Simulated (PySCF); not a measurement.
# B(2+): excitation energy

B(2+) [He] 2s1 (2S) → B(2+) [He] 2p1 (2P), as a difference of total energies. Calculation: PySCF 2.14, in ANO-RCC-VTZP; scalar relativity by spin-free X2C-1e. Correlated levels: valence and next inner shell: nothing frozen. The calculations carry no spin-orbit coupling.

| method | excitation energy (eV) |
| --- | --- |
| UHF | 6.082 |
| LDA | 5.408 |
| PBE | 5.343 |
| PBE0 | 5.529 |
| r2SCAN | 5.406 |
| r2SCANh | 5.476 |
| wB97X | 5.372 |
| BHandHLYP | 5.694 |
| wB97X-V | 5.631 |
| MP2 (valence and next inner shell) | 6.043 |
| SCS-MP2 (valence and next inner shell) | 6.056 |

Problem. How much does correlation contribute at MP2 (valence and next inner shell)?

Solution. 6.043 − (6.082) = -0.039 eV, measured against UHF.

The basis was made for the ground configuration and has no added diffuse functions, so the excitation energy can come out too high.
